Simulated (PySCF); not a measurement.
CH6O3Si

CH6O3Si is a small molecule, neutral, singlet. The structure, one conformer, was relaxed in the gas phase by PBE0-D3(BJ)/def2-SVP. No frequency run checks that it is a minimum.

SMILES: C[Si](O)(O)O

Coordinates in Å:
```
O1     -0.872    1.413   -0.741
Si2    -0.320    0.013   -0.048
O3     -0.590   -1.136   -1.224
O4     -1.163   -0.331    1.339
C5      1.453    0.147    0.458
H6     -1.283    1.291   -1.602
H7     -0.434   -2.052   -0.975
H8     -2.111   -0.176    1.302
H9      2.108    0.222   -0.423
H10     1.605    1.042    1.080
H11     1.762   -0.728    1.050
```

Shieldings: GIAO PBE0/pcSseg-2. Shifts are against computed references at the same level: C TMS (σ 184.1 ppm), H TMS (σ 31.24 ppm), Si TMS (σ 341.3 ppm). Core levels by delta-SCF with SCAN, pcX-2 on the ionised atom and pcseg-1 elsewhere, spin-free X2C (2p3/2 is the spin-free 2p value less a third of a first-order spin-orbit splitting); from the vacuum level, for chosen atoms.

(1) Give the NMR and core-level values of the distinct atoms.

(2) By CAM-B3LYP/def2-SVPD (TDDFT singlets, Tamm-Dancoff triplets, ionisation by delta-SCF), where does absorption start, and what does vertical ionisation take?

## Answers

(1) 
| atoms | bonded to | σ (ppm) | δ (ppm) | core level (eV) |
| --- | --- | --- | --- | --- |
| O1 | 1 Si + 1 H | 275.4 | - | 1s 538.59 |
| Si2 | 1 C + 3 O | 367.8 | -26.5 | 2p3/2 107.91 |
| O3 | 1 Si + 1 H | 261.8 | - | 1s 538.65 |
| O4 | 1 Si + 1 H | 259.0 | - | 1s 538.57 |
| C5 | 1 Si + 3 H | 189.7 | -5.5 | 1s 290.35 |
| H6 | 1 O | 29.62 | 1.62 | - |
| H7 | 1 O | 29.83 | 1.42 | - |
| H8 | 1 O | 29.72 | 1.53 | - |
| H9 H10 H11 | 1 C | 31.08 | 0.17 | - |

Values are those of this one static structure, with the three H of a rotating XH3 group averaged; atoms that internal rotation interchanges would show their mean in an NMR spectrum.

(2) The lowest singlet lies at 7.73 eV (f 0.025), the strongest of the first 6 at 7.87 eV (f 0.101), the lowest triplet at 7.43 eV; vertical ionisation takes 11.26 eV.

The 3 runs behind this took 3.1 min in all, one thread each of Intel Xeon Platinum 8259CL on a shared host, launched as `OMP_NUM_THREADS=1 python cluster_run.py task.json out`.
